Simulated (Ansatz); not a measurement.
Wavefunction ladder for CH7FO3Si2 (`CO[SiH2]O[SiH](O)F`)

```xyz
14

C    -2.017    1.146   -1.393
O    -1.273    0.436   -0.431
Si   -0.257   -0.801   -0.755
O     0.737   -0.956    0.527
Si    1.470   -0.131    1.713
O     2.575   -1.060    2.450
F     2.168    1.136    1.047
H    -1.412    1.387   -2.274
H    -2.357    2.079   -0.941
H    -2.894    0.576   -1.714
H    -0.985   -2.083   -0.908
H     0.522   -0.496   -1.983
H     0.537    0.340    2.741
H     3.186   -1.575    1.922
```

Total charge 0; spin multiplicity 1. The geometry is a stationary point of PBE0-D4/def2-TZVP. It is one conformer, not always the lowest. Frozen core, restricted reference, the Gaussian-basis code of Ansatz. CBS rows extrapolate triple and quadruple zeta; past MP2 they add the triple-zeta difference.

```tsv
basis	HF (Eh)	MP2 corr.	CCSD corr.	(T)	CCSD(T) total
def2-TZVPP	?	-1.36415	?	?	?
def2-QZVPP	?	-1.47730	–	–	–
CBS(def2)	-944.35313	-1.56111	-1.60040	as TZ	-946.00064
```

(1) Fill in the withheld values. (An estimate is asked.)

## Answers

(1) Computed: def2-TZVPP HF (Eh): -944.31001; def2-TZVPP CCSD corr.: -1.40344; def2-TZVPP (T): -0.04711; def2-TZVPP CCSD(T) total: -945.76056; def2-QZVPP HF (Eh): -944.34791.
